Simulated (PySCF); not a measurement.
Compound: CH₈ClO₂Si₃ (doublet state).
SMILES with atom numbers: `[SiH3:1][O:2][CH2:3][SiH:4][O:5][SiH2:6][Cl:7]` (hydrogens: H8, H9, H10 on Si1; H11, H12 on C3; H13 on Si4; H14, H15 on Si6)

Geometry (GFN2-xTB, Å), atoms numbered from 1 in this order:
```xyz
15
CH8ClO2Si3 angstrom
Si    -1.0615   -0.5374    2.0139
O     -0.8841   -0.4301    0.4056
C     -0.3663   -1.3898   -0.4821
Si    -0.1748   -0.5067   -2.1697
O      0.4744    0.9576   -1.8595
Si     1.0255    2.0296   -0.7809
Cl     2.3277    1.1303    0.4541
H      0.2272   -0.7362    2.6815
H     -1.9328   -1.6669    2.3587
H     -1.6673    0.7621    2.2561
H      0.6134   -1.7327   -0.1246
H     -1.0216   -2.2650   -0.5125
H      0.7863   -1.1415   -3.0702
H      1.7327    2.9866   -1.6170
H     -0.0833    2.5481    0.0001
```

The hyperfine couplings belong to this conformer and change with its torsions.

Computed, not measured: PySCF, UKS B3LYP, pcH-1 on C Cl H O Si, non-relativistic, mean-field spin-orbit, GIAO. Geometry: GFN2-xTB, one conformer, isolated molecule. A GFN2-xTB geometry isn't a minimum of the functional, and hyperfine couplings can be far from their values at a DFT geometry, by a factor of two or more for some ions and for spin on atoms past the first row. The SCF solution wasn't tested for stability.

Principal values of hyperfine tensors in MHz (contact, dipolar and spin–orbit terms together), for some of the nuclei:

```tsv
atom	isotope	A1	A2	A3
Si4	29Si	-781.03	-548.25	-546.82
H13	1H	116.95	125.02	132.41
H11	1H	42.24	48.02	51.84
C3	13C	35.56	36.00	56.61
Si6	29Si	-13.40	-8.72	-8.55
O2	17O	2.12	3.16	3.40
Cl7	35Cl	0.93	0.93	3.24
Si1	29Si	-1.71	-1.55	-1.52
```

Q: Split each tensor into its isotropic and traceless parts, and turn a_iso into mT with g = 2.0025.

A: a_iso is a third of the trace, T = A − a_iso, and a(mT) = a(MHz)/(g × 13.996). The tensors hold a spin–orbit part: the run splits a_iso into a_FC + a_SO, and T includes its anisotropic share.

```
atom  a_iso (MHz)     a_FC  a_SO  a_iso (mT)       T1     T2     T3
 Si4      -625.37  -626.36  0.99     -22.313  -155.67  77.12  78.55
 H13       124.79   124.78  0.01       4.452    -7.84   0.22   7.62
 H11        47.37    47.37  0.00       1.690    -5.13   0.66   4.47
  C3        42.72    42.70  0.02       1.524    -7.17  -6.72  13.89
 Si6       -10.23   -10.25  0.02      -0.365    -3.17   1.50   1.67
  O2         2.89     2.90  0.00       0.103    -0.77   0.27   0.50
 Cl7         1.70     1.68  0.02       0.061    -0.77  -0.77   1.54
 Si1        -1.59    -1.59  0.00      -0.057    -0.11   0.04   0.08
```

Q: What spin density at the nucleus of H11 lies behind its contact coupling (g_N = 5.58569)?

A: a_FC = (2μ0/3) gₑ μB g_N μN ρ(0)/(2S·h) = 800.24 MHz × g_N × ρ(0)/(2S), with ρ in bohr⁻³. With a_FC = 47.37 MHz and 2S = 1, ρ(0) = 0.0106 bohr⁻³. In magnitude that is 3.3 % of the 1/π = 0.318 of a free hydrogen atom.

Q: O5 (17O, g_N = -0.75752) isn't in the table. Its spin density at the nucleus is 0.06204 bohr⁻³. What is its contact coupling?

A: By the same relation, a_FC = -37.6 MHz. The spin–orbit term adds -0.07 MHz. Its full tensor has the principal values -60.54, -26.70, -25.79 MHz.

Q: Which nucleus of the table has the largest anisotropic coupling, and what is its form?

A: Si4: -155.7, 77.1, 78.5 MHz (the dipolar term alone has -154.7, 76.7, 78.0), axial, in the ratio +1:+1:−2, the form that spin in one p orbital centred on that nucleus gives (the nuclear moment is negative).

Q: What first-order splitting does H13 cause when the field lies along A1, A2 or A3 of its tensor (g taken as isotropic, no quadrupole term)?

A: 2 lines (I = 1/2), spaced by |A_i|/(g × 13.996): 4.17, 4.46, 4.72 mT along the axes of A1, A2 and A3.
